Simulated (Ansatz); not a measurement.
Al3N3H12, a cluster cut from zinc blende AlN (hydrogen-capped). Total charge 0; triplet. Geometry r2SCAN-D4/def2-SVP, that of the neutral singlet; atoms count from 1.

Cartesian coordinates in Å:
```
Al -1.3961 0.4315 -1.3756
Al -0.5197 0.0027 1.9353
Al 1.9289 0.2879 -0.4601
N 0.4764 -0.0253 -1.7408
N 1.2467 -0.4600 1.2197
N -1.7325 -0.2830 0.4202
H -2.2835 -0.4400 -2.3865
H -1.5190 2.0179 -1.3122
H -0.8809 -1.1120 3.0289
H -0.5227 1.5542 2.2933
H 3.1516 -0.6425 -0.9165
H 2.1013 1.8598 -0.2736
H 0.5330 -0.9859 -2.0972
H 0.7263 0.5428 -2.5607
H 1.3690 -1.4787 1.2234
H 1.9117 -0.1433 1.9371
H -1.9730 -1.2784 0.3549
H -2.6176 0.1523 0.7104
```

At PBE0-D4/def2-TZVP a singlet of charge 0 lies 6.36 eV below the triplet at the same geometry.

Q: Estimate the Mulliken populations from the PBE0/def2-TZVP orbitals of Ansatz.

A: 
| atom | charge (e) | spin (α − β) |
| --- | --- | --- |
| Al1 | 0.23 | 0.06 |
| Al2 | -0.49 | 1.26 |
| Al3 | 0.23 | 0.06 |
| N4 | -0.55 | 0.00 |
| N5 | -0.38 | -0.10 |
| N6 | -0.40 | -0.09 |
| H7 | -0.11 | 0.03 |
| H8 | -0.11 | 0.00 |
| H9 | 0.13 | 0.41 |
| H10 | 0.07 | 0.25 |
| H11 | -0.11 | 0.04 |
| H12 | -0.10 | 0.01 |
| H13 | 0.27 | 0.00 |
| H14 | 0.27 | 0.00 |
| H15 | 0.24 | 0.03 |
| H16 | 0.28 | 0.01 |
| H17 | 0.25 | 0.02 |
| H18 | 0.28 | 0.01 |
Mulliken values depend strongly on the basis.

Q: Where does the spin sit?

A: Summed by element: Al 1.38, N -0.19, H 0.82, of 2 unpaired in all. Largest on single atoms: Al2 1.26, H9 0.41, H10 0.25.

Q: And the Mayer bond orders between heavy atoms (over 0.3)?

A: Al1–N4 0.71 (1.96 Å); Al1–N6 0.69 (1.96 Å); Al2–N5 0.43 (1.96 Å); Al2–N6 0.46 (1.96 Å); Al3–N4 0.71 (1.96 Å); Al3–N5 0.69 (1.96 Å).
